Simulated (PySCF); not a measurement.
Cl2GaH. Atoms are numbered in the order given.

```xyz
4

Ga     0.0000     0.0000    -0.5653
H      0.0000     0.0000    -2.1060
Cl     0.0000     1.7905     0.5774
Cl     0.0000    -1.7905     0.5774
```

Geometry: ωB97X-D3(BJ)/def2-TZVP.

The numbers are results of ωB97X/def2-TZVPD run with PySCF, not measurements.

Mulliken values depend strongly on the basis, most of all with diffuse functions as here. ESP charges are fitted to the potential on shells at 1.4 to 2.0 van der Waals radii. Atomic charges (e):

```csv
atom,ESP fit,meta-Löwdin,Mulliken
Ga1,…,0.63,0.59
H2,…,-0.06,-0.12
Cl3,…,-0.29,-0.23
Cl4,…,-0.29,-0.23
```

Question: Complete the blanks. (An estimate is asked for; the answer gives what the named calculation found.)

Answer: 
- Ga1, ESP fit: 0.60
- H2, ESP fit: -0.10
- Cl3, ESP fit: -0.25
- Cl4, ESP fit: -0.25
